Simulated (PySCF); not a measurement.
Compound: C6H9F3.
Atom-mapped SMILES: `[CH2:1]=[CH:2][C@H:3]([CH2:4][CH3:5])[C:6]([F:7])([F:8])[F:9]` (hydrogens: H10, H11 on C1; H12 on C2; H13 on C3; H14, H15 on C4; H16, H17, H18 on C5)

Geometry (PBE0-D3(BJ)/def2-SVP, Å), atoms numbered from 1 in this order:
```xyz
18
C6H9F3 angstrom
C     -1.6149   -1.5529    0.1678
C     -1.1513   -0.3524    0.5110
C     -0.4823    0.6054   -0.4309
C      0.9963    0.8280   -0.0828
C      1.8377   -0.4283   -0.2244
C     -1.2300    1.9273   -0.4514
F     -1.2113    2.5230    0.7489
F     -0.6898    2.7840   -1.3263
F     -2.5092    1.7641   -0.7953
H     -1.5555   -1.9161   -0.8632
H     -2.0744   -2.2170    0.9041
H     -1.2256   -0.0177    1.5530
H     -0.5560    0.2126   -1.4592
H      1.3908    1.6207   -0.7379
H      1.0611    1.2174    0.9469
H      1.8191   -0.8073   -1.2589
H      1.4727   -1.2351    0.4286
H      2.8870   -0.2289    0.0383
```

Level: CAM-B3LYP/def2-SVPD in PySCF, non-relativistic, on one gas-phase PBE0-D3(BJ)/def2-SVP geometry that isn't relaxed in the solvent. The solvent is an IEF-PCM continuum (cavity from Bondi-type radii × 1.2), and excitations are vertical TDDFT with non-equilibrium linear response and a frozen core. Only the electrostatic response of the medium enters.

Gas-phase singlets (H = HOMO, L = LUMO):

| state | E (eV) | λ (nm) | f | leading configurations |
| --- | --- | --- | --- | --- |
| S1 | 7.463 | 166 | 0.407 | H→L 95% |
| S2 | 7.741 | 160 | 0.043 | H→L+1 66%, H→L+3 28% |
| S3 | 8.023 | 155 | 0.001 | H→L+2 49%, H-1→L 13% |
| S4 | 8.099 | 153 | 0.001 | H-1→L 39%, H-4→L 22% |
| S5 | 8.605 | 144 | 0.001 | H→L+3 41%, H→L+1 22% |

Problem. Give the list for chloroform (ε = 4.711), n² = 2.09.

Solution. 
| state | E (eV) | λ (nm) | f | leading configurations | change by rank (eV) |
| --- | --- | --- | --- | --- | --- |
| S1 | 7.292 | 170 | 0.507 | H→L 95% | -0.171 |
| S2 | 7.748 | 160 | 0.063 | H→L+1 62%, H→L+4 27% | +0.007 |
| S3 | 7.997 | 155 | 0.002 | H-1→L 46%, H-4→L 28% | -0.026 |
| S4 | 8.148 | 152 | 0.000 | H→L+2 37%, H→L+4 24% | +0.049 |
| S5 | 8.618 | 144 | 0.003 | H→L+4 36%, H→L+1 27% | +0.013 |

Problem. What are the lowest 5 singlets in water (ε = 78.36)?

Solution. 
| state | E (eV) | λ (nm) | f | leading configurations | change by rank (eV) |
| --- | --- | --- | --- | --- | --- |
| S1 | 7.330 | 169 | 0.488 | H→L 95% | -0.133 |
| S2 | 7.761 | 160 | 0.064 | H→L+1 60%, H→L+4 24% | +0.020 |
| S3 | 7.974 | 155 | 0.002 | H-1→L 47%, H-4→L 27% | -0.049 |
| S4 | 8.200 | 151 | 0.001 | H→L+4 31%, H→L+3 28% | +0.101 |
| S5 | 8.622 | 144 | 0.003 | H→L+1 31%, H→L+4 30% | +0.017 |

Problem. The ground-state energy changes by -0.143 eV from gas to water. By how much does the total energy of gas-phase S1 change?

Solution. E(S1) = E(S0) + excitation energy, so it changes by -0.143 − 0.133 = -0.276 eV: it is lowered more than the ground state, which is what a red shift means. This is the vertical state, with the slow part of the continuum still set for S0.

Problem. How do the frontier levels move from gas to water?

Solution. 
```json
{"orbital": "LUMO+2", "gas (eV)": "1.78", "solvent (eV)": "1.95", "change (eV)": "+0.17", "Löwdin shares, gas": "H15 13 %, H10 13 %, H12 12 %, F7 10 %", "Löwdin shares, solvent": "C5 12 %, F7 12 %, C1 11 %, H10 8 %"}
{"orbital": "LUMO+1", "gas (eV)": "1.34", "solvent (eV)": "1.52", "change (eV)": "+0.18", "Löwdin shares, gas": "C5 18 %, C1 14 %, H16 8 %, C4 7 %", "Löwdin shares, solvent": "C6 12 %, C1 11 %, F7 10 %, F9 9 %"}
{"orbital": "LUMO", "gas (eV)": "0.88", "solvent (eV)": "1.10", "change (eV)": "+0.22", "Löwdin shares, gas": "C1 33 %, C2 31 %, H10 7 %, H11 6 %", "Löwdin shares, solvent": "C1 33 %, C2 31 %, H10 7 %, H11 6 %"}
{"orbital": "HOMO", "gas (eV)": "-9.34", "solvent (eV)": "-9.13", "change (eV)": "+0.21", "Löwdin shares, gas": "C1 38 %, C2 36 %, C3 6 %", "Löwdin shares, solvent": "C1 38 %, C2 36 %, C3 6 %, C4 4 %"}
{"orbital": "HOMO-1", "gas (eV)": "-11.10", "solvent (eV)": "-10.78", "change (eV)": "+0.32", "Löwdin shares, gas": "C4 21 %, C5 14 %, H14 12 %, C3 10 %", "Löwdin shares, solvent": "C4 22 %, C5 14 %, H14 11 %, C3 10 %"}
{"orbital": "HOMO-2", "gas (eV)": "-11.43", "solvent (eV)": "-11.11", "change (eV)": "+0.32", "Löwdin shares, gas": "C4 23 %, C5 18 %, C3 14 %, H15 10 %", "Löwdin shares, solvent": "C4 22 %, C5 19 %, C3 14 %, H15 9 %"}
{"orbital": "HOMO-3", "gas (eV)": "-11.71", "solvent (eV)": "-11.49", "change (eV)": "+0.22", "Löwdin shares, gas": "C5 24 %, C3 16 %, C4 13 %, H18 11 %", "Löwdin shares, solvent": "C5 25 %, C3 13 %, C4 13 %, H18 11 %"}
```

The HOMO–LUMO gap goes from 10.22 to 10.23 eV. Rows go by rank; for LUMO+1 and LUMO+2 the atom shares or the degeneracy differ between the runs, so the row needn't follow one orbital.
